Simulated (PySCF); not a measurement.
**Exercise with solution: dipole moment from atomic charges**

Hf(I)2(NH2)2 (H4HfI2N2), SMILES [Hf]([I])([NH2])([I])[NH2], multiplicity 1. Atoms are numbered in the order given.

```xyz
9

Hf    -0.0013     0.6896     0.0000
I      0.0060    -0.8057    -2.3110
I      0.0060    -0.8057     2.3110
N      1.5704     1.9439     0.0000
H      2.0577     2.2834    -0.8303
H      2.0577     2.2834     0.8303
N     -1.6290     1.8799     0.0000
H     -2.5868     1.5242     0.0000
H     -1.6607     2.8981     0.0000
```

Coordinates come from a B3LYP-D3(BJ)/def2-SVP optimisation. The spin state was assumed, not searched. The def2 effective core potentials stand for the cores of Hf, I; spin–orbit coupling is left out. The values are those of a single conformer.

Charges (e) from B3LYP/def2-TZVP (PySCF):

| atom | Mulliken | ESP fit |
|---|---|---|
| Hf1 | 1.231 | 0.786 |
| I2 | -0.370 | -0.226 |
| I3 | -0.370 | -0.226 |
| N4 | -0.735 | -0.880 |
| H5 | 0.241 | 0.354 |
| H6 | 0.241 | 0.354 |
| N7 | -0.713 | -0.825 |
| H8 | 0.234 | 0.323 |
| H9 | 0.240 | 0.339 |

The dipole moment of the full density is 3.37 D.

### Question
What dipole moment does each set of point charges give, and which comes closer to that of the density?

### Answer

μ = Σ q r, and 1 e Å = 4.8032 D.
Mulliken: Σ q r = (-0.011, 0.829, 0.000) e Å, |μ| = 3.98 D.
ESP fit: Σ q r = (0.017, 0.736, 0.000) e Å, |μ| = 3.54 D.
ESP fit comes closer in size. Point charges leave out the atoms' own dipoles (lone pairs, polarised bonds); fits to the potential absorb them, partitions of the density don't.
